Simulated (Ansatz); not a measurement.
**GaHCl (SMILES [Cl][GaH]): methods side by side**

The species is GaHCl (3 atoms), meant as a doublet with charge 0. SMILES: `[Cl][GaH]`. Geometry: relaxed at PBE0-D4/def2-TZVP.

```
atom    x (Å)    y (Å)    z (Å)
  Cl   1.5307  -0.1913   0.8057
  Ga  -0.3311  -0.5835  -0.2328
   H  -1.2105   0.7100  -0.5863
```

Each level gives the vertical energy of the quartet above the doublet (eV). The values are calculated.

```json
{"level": "UHF/STO-3G", "kind": "Hartree–Fock", "program": "Ansatz", "value (eV)": "0.17", "CPU time (all runs)": "2.5 s"}
{"level": "USVWN5/STO-3G", "kind": "LDA", "program": "Ansatz", "value (eV)": "1.74", "CPU time (all runs)": "11 s"}
{"level": "U-revPBE/STO-3G", "kind": "GGA", "program": "Ansatz", "value (eV)": "1.58", "CPU time (all runs)": "24 s"}
{"level": "UBHLYP/STO-3G", "kind": "global hybrid", "program": "Ansatz", "value (eV)": "0.99", "CPU time (all runs)": "28 s"}
{"level": "UHSE06/STO-3G", "kind": "range-separated hybrid", "program": "Ansatz", "value (eV)": "1.32", "CPU time (all runs)": "75 s"}
{"level": "UB2PLYP/STO-3G", "kind": "double hybrid", "program": "Ansatz", "value (eV)": "0.93", "CPU time (all runs)": "46 s"}
{"level": "UMP2/STO-3G", "kind": "perturbation theory", "program": "Ansatz", "value (eV)": "0.31", "CPU time (all runs)": "4.8 s"}
{"level": "UCCSD(T)/STO-3G", "kind": "coupled cluster or CI", "program": "Ansatz", "value (eV)": "0.50", "CPU time (all runs)": "6.6 s"}
{"level": "UCCSD/STO-3G", "kind": "coupled cluster or CI", "program": "Ansatz", "value (eV)": "0.48", "CPU time (all runs)": "6.2 s"}
```

All-electron rows without a relativistic Hamiltonian named are non-relativistic. The values span 0.17 to 1.74 eV. Spin contamination of the reference (⟨S²⟩ at least 0.1 too high) touches UHF/STO-3G, UMP2/STO-3G, UCCSD(T)/STO-3G, UCCSD/STO-3G. The coupled-cluster rows rest on a doubtful reference here (large T1 or Brueckner and Hartree–Fock orbitals at odds), and rows may lie in different states. All rows use very small basis sets, so none should be taken for the real molecule's value. In the correlated wave-function rows the outer d shell of Ga is correlated, in sets not made for it. Times are those of the runs behind each value, whatever else they computed, on shared processors of several kinds: orders of magnitude only.
